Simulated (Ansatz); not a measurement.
Input file for Ansatz (an electronic-structure program): SC-NEVPT2 on CASSCF(4,3)/cc-pVDZ on hydrogen selenide (SMILES [SeH2]), a point of a bond scan (R = 3.970 Å).

Ansatz 0.2 input:
```yaml
crystal:
  periodic: [false, false, false]
  atoms:
    - {symbol: Se, position_ang: [0.00006887, 0.05705775, 0.00248776]}
    - {symbol: H, position_ang: [-2.84189251, -2.71300485, -0.10735872]}
    - {symbol: H, position_ang: [1.05016787, -0.97107215, -0.04638768]}
basis:
  gaussian:
    orbitals: cc-pVDZ
    pivot_positions_ang: [[0.00006887, 0.05705775, 0.00248776], [-2.84189251, -2.71300485, -0.10735872], [1.05016787, -0.97107215, -0.04638768]]
magnetization: {spin_polarized: false}
correlation: {method: sc_nevpt2, electrons: outside_noble_gas, active_space: {window: {electrons: 4, orbitals: 3}}}
output: {orbitals: {seedname: ./end}}
```

Program output:

```
WARN ansatz: RAYON_NUM_THREADS=1 ignored (pool sized by the plan → 1); use --threads N
Functional definition: HF
integrals: 0.00 GiB planned
447 factors; integrals over basis functions are off by at most 9.8e-5 eV
mean field: 0.07 GiB planned
mean field evaluation 1: about -65321.7443 eV, gradient 1.7e1 eV
mean field evaluation 2: about -65321.7476 eV, gradient 1.7e1 eV
mean field evaluation 4: about -65323.7785 eV, gradient 2.1e1 eV
mean field evaluation 8: about -65326.7556 eV, gradient 3.7e-1 eV
mean field evaluation 16: about -65325.2391 eV, gradient 1.1e1 eV
mean field evaluation 32: about -65325.6000 eV, gradient 9.5e-4 eV
mean field evaluation 64: about -65326.7550 eV, gradient 1.3e-6 eV
mean field -65326.75495845 eV, -2400.7139646581 hartree, gradient 1.3e-6 eV, S^2 0.000000; 5 other end points of the search recorded, 0 dependent functions left out; unrestricted orbitals would lower it
reference -65326.75495845 eV, -2400.7139646581 hartree; 18, 18 occupied and 19, 19 virtual orbitals, 447 factors
configuration interaction: 0.06 GiB planned
configuration interaction: 0.00 GiB planned
state -65331.11232027 eV, -2400.8740947516 hartree
state -65331.11232027 eV, -2400.8740947516 hartree; corrected -65333.85999243 eV, -2400.9750698409 hartree
WARN: 1 active orbitals are nearly empty or full. The corrections depend on them more than the energy does, and are more stable in an active space without them
Total energy: -65333.85999243 eV, -2400.9750698409 hartree
```

The run converged.

Warnings raised: idle orbitals.

Cost: very roughly 1.6 core-seconds.
